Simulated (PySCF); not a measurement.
## [Yb(H2O)]3+ at several levels of theory

Computed with PySCF 2.14.0 (density fitting, no spin-orbit coupling) at the geometry relaxed with PBE:

```xyz
4
[Yb(H2O)]3+ (singlet in the valence; each metal's 4f electrons, 13 of them, lie in its core potential, out of spins and levels)
Yb    0.0000    0.0000   -0.0526
O     0.0000    0.0000    2.0734
H     0.7915    0.0000    2.7135
H    -0.7915    0.0000    2.7135
```

```
    level                                                 basis    state  HOMO (eV)  gap (eV)  charge on Yb1 (e)  population of f-type functions on Yb1 (polarisation alone where 4f lies in the core)  dipole about the centre of mass (D)  largest force component (eV/Å)
      PBE     Yb lcecp-1-SVP with ECP59, O def2-SVP, H def2-SVP  singlet     -26.90      4.98               2.47                                                                                  0.02                                 3.98                            0.00
CAM-B3LYP                                              the same  singlet     -29.97      9.95               2.53                                                                                  0.02                                 3.55                            0.35
    B3LYP                                              the same  singlet     -28.23      6.93               2.51                                                                                  0.02                                 3.69                            0.41
     PBE0                                              the same  singlet     -28.51      7.71               2.53                                                                                  0.02                                 3.61                            0.48
      PBE  Yb lcecp-1-TZVP with ECP59, O def2-TZVP, H def2-TZVP  singlet     -26.89      4.93               2.58                                                                                  0.02                                 4.01                            0.29
```

In the lcecp rows the 4f levels are missing from HOMO and gap, and the state counts the valence alone.

Charges are Mulliken's, which hang on the basis. The relaxation used the grid (50, 194), these runs (75, 302) or, all-electron (x2c bases, spin-free X2C Hamiltonian), (99, 590).

**Question.** What does BLYP with Yb lcecp-1-SVP with ECP59, O def2-SVP, H def2-SVP give here?

**Answer.** state singlet, HOMO (eV) -26.79, gap (eV) 4.80, charge on Yb1 (e) 2.46, population of f-type functions on Yb1 (polarisation alone where 4f lies in the core) 0.02, dipole about the centre of mass (D) 3.99, largest force component (eV/Å) 0.18. Time: 1.3 s on 2 threads of Arm Neoverse V2, on a shared host, from an already converged density.

In the first row's basis the gap widens with exact exchange: 4.8 to 5.0 eV for BLYP, PBE (none); 6.9 to 7.7 eV for B3LYP, PBE0 (a fixed share); 9.9 eV for CAM-B3LYP (rising or full at long range).

An lcecp potential fixes the number of 4f electrons, so in runs with it no electron can move into or out of that shell.
